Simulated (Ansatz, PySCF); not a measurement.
Bond stretch in SMILES OB, singlet. The B1–O4 bond (B1 also carries H, H; O4 carries H) is pulled apart rigidly from the PBE0/def2-TZVP optimised geometry.

Methods: RKS-PBE = Ansatz (a first-principles code) with restricted PBE/6-31G; UKS-PBE = Ansatz with unrestricted PBE/6-31G; RKS-r2SCAN = restricted r2SCAN/6-31G (PySCF); UCCSD(T) = CCSD(T) on UHF/6-31G, 2 core orbitals frozen run with PySCF 2.14.0.

Energies relative to the lowest point of each curve near equilibrium, in mEh; the last columns give the difference from UCCSD(T):

```
R / Å  RKS-PBE  UKS-PBE  RKS-r2SCAN  UCCSD(T)  RKS-PBE − UCCSD(T)  UKS-PBE − UCCSD(T)  RKS-r2SCAN − UCCSD(T)
-----  -------  -------  ----------  --------  ------------------  ------------------  ---------------------
1.00     246.0    246.0       243.2     258.7               -12.7               -12.7                  -15.4
1.08     126.7    126.7       124.3     135.1                -8.5                -8.5                  -10.9
1.15      63.9     63.9        61.9      69.5                -5.7                -5.7                   -7.6
1.21      31.0     31.0        29.5      34.7                -3.8                -3.8                   -5.2
1.26      14.2     14.2        13.2      16.6                -2.4                -2.4                   -3.5
1.30       6.0      6.0         5.3       7.5                -1.5                -1.5                   -2.2
1.35       0.9      0.9         0.6       1.4                -0.5                -0.5                   -0.8
1.38       0.0      0.0         0.0       0.0                 0.0                 0.0                    0.0
1.44       2.0      2.0         2.5       1.1                 0.9                 0.9                    1.4
1.47       4.4      4.4         5.2       3.2                 1.2                 1.2                    2.0
1.55      14.5     14.5        16.0      12.6                 1.9                 1.9                    3.4
1.68      37.4     37.4        40.0      34.9                 2.5                 2.5                    5.1
1.80      61.5     61.5        65.1      59.0                 2.6                 2.6                    6.2
2.04     109.4    109.4       114.9     107.1                 2.3                 2.3                    7.8
2.24     144.6    144.6       151.7     143.3                 1.3                 1.3                    8.4
2.44     174.4    174.4       182.9     171.3                 3.1                 3.1                   11.5
2.66     201.0    200.5       210.7     194.3                 6.7                 6.2                   16.4
2.97     229.1    222.2       240.0     212.9                16.2                 9.3                   27.2
3.31     250.4    234.0       262.2     219.1                31.3                14.9                   43.1
3.64     264.3    240.1           —     220.6                43.7                19.4                      —
4.08     276.1    244.3           —     221.3                54.8                23.0                      —
4.70     284.4    246.9           —     221.5                62.8                25.3                      —
```

RKS-PBE is furthest from UCCSD(T) at 4.70 (62.8 mEh, above); its mean absolute difference over the points is 12.1 mEh.

UKS-PBE is furthest from UCCSD(T) at 4.70 (25.3 mEh, above); its mean absolute difference over the points is 6.8 mEh.

RKS-r2SCAN is furthest from UCCSD(T) at 3.31 (43.1 mEh, above); its mean absolute difference over the points is 9.4 mEh.

A dash means that the run gave no value there, or that the column was ended at a point which the program doubted or which failed a test of continuity chosen for this set; such a test can also cut sound points.

The restricted form behind RKS-PBE, RKS-r2SCAN keeps the bonding electrons paired and can't separate into open-shell fragments. The unrestricted determinant behind UKS-PBE is spin-contaminated at 2.66 to 4.70 Å (<S²> up to 0.9, against 0.00 for a pure singlet). The unrestricted determinant behind UCCSD(T) is spin-contaminated at 2.24 to 4.70 Å (<S²> up to 1.0, against 0.00 for a pure singlet).
